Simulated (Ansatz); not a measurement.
Abridged output of a molecular run in Ansatz:

```
Functional definition: HF
  name "HF"
  cite "Fock, Z. Phys. 61, 126 (1930) doi:10.1007/BF01340294"
  parent pbe
  exchange = exact_x
  correlation = 0
1654 factors; integrals over basis functions are off by at most 1.1e-3 eV
mean field evaluation 1: about -26330.9742 eV, gradient 2.8e1 eV
mean field evaluation 2: about -26331.2597 eV, gradient 2.8e1 eV
mean field evaluation 4: about -26333.8287 eV, gradient 3.2e0 eV
mean field evaluation 8: about -26333.8768 eV, gradient 2.0e-1 eV
mean field -26333.87704906 eV, -967.7521318100 hartree, gradient 9.9e-6 eV, S^2 0.000000; 0 other end points of the search recorded, 0 dependent functions left out
15 core orbitals not correlated: weight in the atoms' cores, before any rotation towards them, 1.000 or more for the frozen orbitals, at most 0.000 for the correlated occupied ones
reference -26333.87704906 eV, -967.7521318100 hartree; 18, 18 occupied and 230, 230 virtual orbitals, 1654 factors
second order -22.78044087 eV of doubles, -0.00000000 eV of singles
cycle   1  -23.29540203 eV  change   -5.1e-1 eV  update   1.1e-1
cycle   2  -23.93678194 eV  change   -6.4e-1 eV  update   3.2e-2
cycle   3  -24.02786760 eV  change   -9.1e-2 eV  update   1.6e-2
cycle   4  -24.01546267 eV  change    1.2e-2 eV  update   4.4e-3
cycle   5  -24.01424171 eV  change    1.2e-3 eV  update   1.9e-3
cycle   6  -24.01448747 eV  change   -2.5e-4 eV  update   5.9e-4
cycle   7  -24.01422533 eV  change    2.6e-4 eV  update   2.0e-4
cycle   8  -24.01427840 eV  change   -5.3e-5 eV  update   7.4e-5
cycle   9  -24.01431360 eV  change   -3.5e-5 eV  update   2.7e-5
perturbative correction -0.90483816 eV, -0.0332521890 hartree
Total energy: -26358.79620082 eV, -968.6678937464 hartree
```

Its atoms:

Cartesian coordinates in Å:
```
C 0.930 -1.391 1.487
Si 0.068 -0.744 -0.033
S -0.080 1.380 0.161
Sb -1.216 1.794 -1.946
H 1.929 -0.961 1.579
H 0.364 -1.143 2.388
H 1.027 -2.478 1.431
H -1.290 -1.340 -0.168
H 0.828 -1.092 -1.265
H -2.354 2.871 -1.258
H -0.203 3.104 -2.375
```

(1) Which basis set was used?
A. cc-pV(Q+d)Z
B. def2-SVPD
C. cc-pV(D+d)Z
D. def2-TZVPP

(2) Write the keys of the input that set method, charge and spin (a neutral closed shell needs none for the last two).

Results:

(1) D. It gives 263 functions.

(2) 
```yaml
correlation: {method: ccsd_t}
```
